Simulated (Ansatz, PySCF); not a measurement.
The Ansatz (an electronic-structure program) input:
Ansatz 0.2 input:
```yaml
crystal:
  periodic: [false, false, false]
  atoms:
    - {symbol: Si, position_ang: [-0.00000000, 0.00000000, -0.00000000]}
    - {symbol: H, position_ang: [0.85687118, 0.83207387, 0.84090169]}
    - {symbol: H, position_ang: [-0.85685565, -0.82713035, 0.84578045]}
    - {symbol: H, position_ang: [-0.82961346, 0.85438800, -0.84584481]}
    - {symbol: H, position_ang: [0.82959793, -0.85933152, -0.84083733]}
basis:
  gaussian:
    orbitals: aug-cc-pVDZ
hamiltonian:
  xc: {name: wB97M-V}
accuracy: high
```

Q: Convert this to an input for PySCF.

A: One answer among several that fit: 
```python
from pyscf import gto, scf, dft

mol = gto.M(
    atom='''
Si   -0.00000000    0.00000000   -0.00000000
H     0.85687118    0.83207387    0.84090169
H    -0.85685565   -0.82713035    0.84578045
H    -0.82961346    0.85438800   -0.84584481
H     0.82959793   -0.85933152   -0.84083733
''',
    basis='aug-cc-pvdz',
    verbose=4,
)

mf = dft.RKS(mol)
mf.xc = 'wb97m_v'
mf.grids.atom_grid = (99, 590)
mf.grids.prune = None
mf.kernel()
```

Both were run: Ansatz gave -291.828483 Eh and PySCF -291.828483 Eh, 0.000 mEh apart.
